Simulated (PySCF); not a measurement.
**Calculated NMR parameters of O=C=N[SiH]1CCCCC1**

```yaml
Formula: C6H11NOSi
SMILES: O=C=N[SiH]1CCCCC1
Point_group_of_the_computed_structure: Cs
Degrees_of_unsaturation: 3
Carbon_signals: 4
Proton_signals: 7
```

Structure with atom numbers: `[O:1]=[C:2]=[N:3][SiH:4]1[CH2:5][CH2:6][CH2:7][CH2:8][CH2:9]1`; H(Xn) means a hydrogen on atom n. Ha(C5), Ha(C6), Ha(C7), Ha(C8), Ha(C9) are cis to N3 on the ring; Hb(C5), Hb(C6), Hb(C7), Hb(C8), Hb(C9) are trans to N3 on the ring.

- NMR shieldings at B3LYP/pcSseg-1/GIAO
- PBE0-D3(BJ)/def2-SVP geometry
- run in PySCF 2.14
- a single conformation, averaged over atoms made equivalent by symmetry, fast rotation or ring inversion, no solvent, relativity neglected

References, each an isolated molecule treated in the same way: 1H (σref 31.38), 13C (σref 179.24), 29Si (σref 337.86) vs TMS; NH3 for 15N (σref 263.54); 17O (σref 334.04) against H2O.

```tsv
carbon	δC, type	δH (multiplicity)	HMBC from (2–3 bonds)	span of the C tensor (ppm)
C2	125.4, C	–	H(Si4)	329
C5/C9	17.0, CH2	Hb(C5) 1.05 (m); Ha(C5) 0.59 (m)	H(Si4), Ha(C6)/Ha(C8), Hb(C7), Hb(C6)/Hb(C8), Ha(C7), Hb(C5)/Hb(C9), Ha(C5)/Ha(C9)	26
C6/C8	27.5, CH2	Ha(C6) 1.94 (m); Hb(C6) 1.19 (m)	H(Si4), Ha(C6)/Ha(C8), Hb(C7), Hb(C6)/Hb(C8), Ha(C7), Hb(C5)/Hb(C9), Ha(C5)/Ha(C9)	22
C7	32.7, CH2	Ha(C7) 1.05 (m); Hb(C7) 1.58 (m)	Ha(C6)/Ha(C8), Hb(C6)/Hb(C8), Hb(C5)/Hb(C9), Ha(C5)/Ha(C9)	8
```

Other nuclei:
```json
{"atoms": "H(Si4)", "nucleus": "1H", "environment": "hydrogen on a silicon bonded to 2 C, N, in a 6-membered ring", "δ (ppm)": "4.63", "σ (ppm)": "26.76"}
{"atoms": "Si4", "nucleus": "29Si", "environment": "silicon bonded to 2 C, N, H, in a 6-membered ring", "δ (ppm)": "-30.3", "σ (ppm)": "368.2"}
{"atoms": "N3", "nucleus": "15N", "environment": "heterocumulene nitrogen", "δ (ppm)": "44.2", "σ (ppm)": "219.3"}
{"atoms": "O1", "nucleus": "17O", "environment": "carbonyl oxygen", "δ (ppm)": "139.2", "σ (ppm)": "194.9"}
```

1. Carbon types of the structure: 1 × C, 5 × CH2, leaving 1 H on heteroatoms.
2. δC 125.4: central carbon of a heterocumulene.
3. δC 32.7, 27.5: sp3 CH2 in a ring; saturated and bonded to C and H only.
4. δH 4.63: hydrogen on a silicon bonded to 2 C, N, in a 6-membered ring.
5. δH 1.94, 1.58, 1.19, 1.05: hydrogen on an sp3 CH2 in a ring.
6. δH 1.05, 0.59: hydrogen on an sp3 CH2 bonded to Si.

Shifts are as computed. Against solution values, carbons near 30 ppm lie about +2 ppm off and those near 130 ppm about +6 ppm. Of 1211 compounds with measured shifts, 218 miss one by over three times the rms of a fit or turn the order of signals round; such compounds aren't used in these exercises. Experimental scales use liquid or dissolved standards, which lie at an offset from isolated NH3 (liquid NH3: subtract about 20 ppm) and H2O (liquid H2O: subtract about 36 ppm). Multiplicities follow the n + 1 count of equivalent neighbours, as no J values were calculated; m marks all less simple cases, F and P coupling included.
